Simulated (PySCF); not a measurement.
Cd⁺ (cadmium, charge +1): UHF calculation

Configuration: [Kr] 4d10 5s1, 2S determinant. Computed with PySCF 2.14 in x2c-SVPall, with scalar relativity by spin-free X2C-1e.

```json
{"Total energy": "-5590.505659 hartree", "One-electron energy": "-7693.0103 hartree", "Hartree (Coulomb) energy": "2255.8462 hartree", "Exchange energy": "-153.3415 hartree", "⟨S²⟩": "0.7511", "⟨L²⟩": "0.000", "Sum of ⟨r⟩": "30.12 bohr", "Sum of ⟨r²⟩": "38.62 bohr²", "Langevin diamagnetic susceptibility": "-30.6 ×10⁻⁶ cm³/mol", "Time after the integrals": "0.23 s of wall time on 1 thread of Intel(R) Xeon(R) Platinum 8375C CPU @ 2.90GHz (shared host)"}
```

```tsv
shell	electrons	mean orbital energy (eV)	rms radius, mean of both spins (bohr)
1s α	1	-26849.2	0.0349
1s β	1	-26849.1	0.0349
2s α	1	-4079.5	0.142
2s β	1	-4079.5	0.142
2p β	3	-3657.0	0.127
2p α	3	-3657.0	0.127
3s α	1	-805.45	0.381
3s β	1	-805.33	0.381
3p α	3	-662.77	0.383
3p β	3	-662.74	0.383
3d β	5	-439.27	0.363
3d α	5	-439.25	0.363
4s α	1	-137.76	0.941
4s β	1	-137.55	0.941
4p α	3	-93.434	1.04
4p β	3	-93.432	1.04
4d α	5	-28.332	1.38
4d β	5	-28.179	1.38
5s α	1	-15.690	2.98
```

Densities and radii are taken from the X2C orbitals without a picture-change correction, which distorts them close to the nucleus.
